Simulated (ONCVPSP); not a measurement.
## Tl: what ONCVPSP 4.0.1 does with a changed input

Command:

```bash
oncvpsp.x < Tl.dat > Tl.out
```

Input:

```
# ATOM AND REFERENCE CONFIGURATION
# atsym  z   nc   nv     iexc    psfile
  Tl 81.00   10    5  -116133      upf
#
#   n    l    f
    1    0    2.00
    2    0    2.00
    2    1    6.00
    3    0    2.00
    3    1    6.00
    3    2   10.00
    4    0    2.00
    4    1    6.00
    4    2   10.00
    4    3   14.00
    5    0    2.00
    5    1    6.00
    5    2   10.00
    6    0    1.75
    6    1    1.25
#
# PSEUDOPOTENTIAL AND OPTIMIZATION
# lmax
    2
#
#   l,   rc,      ep,       ncon, nbas, qcut
    0    1.60    0.00    4    7    6.80
    1    1.35    0.00    6    9   10.30
    2    1.15    0.00    5    8    9.50
#
# LOCAL POTENTIAL
# lloc, lpopt,  rc(5),   dvloc0
    4    5    0.80    0.00
#
# VANDERBILT-KLEINMAN-BYLANDER PROJECTORs
# l, nproj, debl
    0    2    2.70
    1    2    1.90
    2    2    1.40
#
# MODEL CORE CHARGE
# icmod, fcfact, rcfact
    2    0.60    0.75
#
# LOG DERIVATIVE ANALYSIS
# epsh1, epsh2, depsh
   -6.00    5.00    0.04
#
# OUTPUT GRID
# rlmax, drl
    6.00    0.01
#
# TEST CONFIGURATIONS
# ncnf
    4
# nvcnf
#   n    l    f
    5
    5    0    2.00
    5    1    6.00
    5    2   10.00
    6    0    2.00
    6    1    1.00
#
    5
    5    0    2.00
    5    1    6.00
    5    2   10.00
    6    0    2.00
    6    1    0.00
#
    5
    5    0    2.00
    5    1    6.00
    5    2   10.00
    6    0    1.00
    6    1    0.00
#
    5
    5    0    2.00
    5    1    6.00
    5    2    9.00
    6    0    0.00
    6    1    0.00
#
```

This is an input that runs to its end, with one change: ncon of l = 1 set to 6. The unchanged file is no sound one. Note: ghosts flagged at negative energy: s at -151.5 eV; GHOST(+) flagged for p at 252.1 eV. A true bound ghost makes a file unfit for plane-wave use.

Q: How does the run end?

A: The program refuses the input: "test_data: must have 3 <= ncon <= 5, l= 1".

```
ONCVPSP  (Optimized Norm-Conservinng Vanderbilt PSeudopotential)
scalar-relativistic version 4.0.1

test_data: must have 3 <= ncon <= 5, l=   1
ERROR: test_data found   1 ERROR; stopping
```
